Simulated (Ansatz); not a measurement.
Ansatz results at the PBE0-D4/def2-TZVP geometry: HOMO–LUMO gap (PBE0/def2-TZVPP) 8.05 eV; LUMO energy (PBE0/def2-TZVPP) -1.09 eV; LUMO energy (PBE/def2-TZVPP) -1.89 eV.

Problem. Which molecule gave them?
A. `[F][SnH2][C](F)(F)F`
B. `C[N](C)[Sn]([Cl])([Cl])[N](C)C`
C. `[F][SnH]([F])[F]`
D. `[CH3][Sn]([CH3])([F])[Cl]`

Solution. A. The others give `[CH3][Sn]([CH3])([F])[Cl]`: 7.83, -0.61, -1.57; `[F][SnH]([F])[F]`: 8.90, -2.15, -3.15; `C[N](C)[Sn]([Cl])([Cl])[N](C)C`: 5.16, -1.51, -2.45.
